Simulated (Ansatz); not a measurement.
`C=[CH][SnH2][F]` + HBr → `C=[CH][SnH2][Br]` + H–F at 600 K and 1 bar (ligand exchange at the Sn–F bond).

Gas-phase electronic energies from Ansatz, PBE0-D4/def2-TZVP geometries. CCSD(T)/CBS is the MP2 limit (def2-TZVPP, def2-QZVPP) plus CCSD(T) − MP2 in def2-TZVPP, frozen cores. This one scheme is used for every species. Elements past krypton have def2 core potentials. For Br, Sn outer-core shells are correlated without core-valence functions, which leaves a few kJ/mol of doubt a bond. Scalar relativity is left out up to krypton. Each species was taken in one conformer, which may not be the lowest.

```json
{"species": "`C=[CH][SnH2][F]`", "CCSD(T)/CBS energy (Eh)": "-392.92056", "H − E (kJ/mol)": "205.6", "S (J/(mol·K))": "420.4"}
{"species": "HBr", "CCSD(T)/CBS energy (Eh)": "-2573.91920", "H − E (kJ/mol)": "33.5", "S (J/(mol·K))": "219.1"}
{"species": "`C=[CH][SnH2][Br]`", "CCSD(T)/CBS energy (Eh)": "-2866.46631", "H − E (kJ/mol)": "204.6", "S (J/(mol·K))": "441.1"}
{"species": "H–F", "CCSD(T)/CBS energy (Eh)": "-100.39570", "H − E (kJ/mol)": "42.3", "S (J/(mol·K))": "194.0"}
```

H − E and S are ideal-gas, rigid-rotor, harmonic terms from PBE0-D4/def2-TZVP, for one conformer and one mirror image of each species. 1 Eh = 2625.50 kJ/mol, R = 8.31446 J/(mol·K).

Q: By hand: ΔE, ΔH, ΔS and ΔG.

A: ΔE = (-2866.46631) + (-100.39570) − (-392.92056) − (-2573.91920) = -0.02225 Eh = -58.4 kJ/mol. Δ(H − E) = 204.6 + 42.3 − 205.6 − 33.5 = 7.8, so ΔH = -50.6 kJ/mol. ΔS = 441.1 + 194.0 − 420.4 − 219.1 = -4.4 J/(mol·K). ΔG = -50.6 − 600 × (-4.4)/1000 = -48.0 kJ/mol.

Q: By hand: the equilibrium constant, and the temperature at which ΔG would vanish if ΔH and ΔS stayed fixed.

A: log₁₀ K = −ΔG/(RT ln 10) = 4.2. ΔG = 0 at ΔH/ΔS = 11500 K, far beyond where these terms or the molecules hold.

The number of gas molecules stays the same, so ΔS is small and ΔH decides. A doubt of 5 kJ/mol in ΔE shifts log₁₀ K by 0.4 here. Other conformers and mirror images would add mixing entropy, several J/(mol·K) or more a flexible species. These are equilibria of isolated gas molecules and say nothing of rates. Largest T1 diagnostic: 0.013 (customary marks: 0.02 for closed shells, 0.045 for open ones).
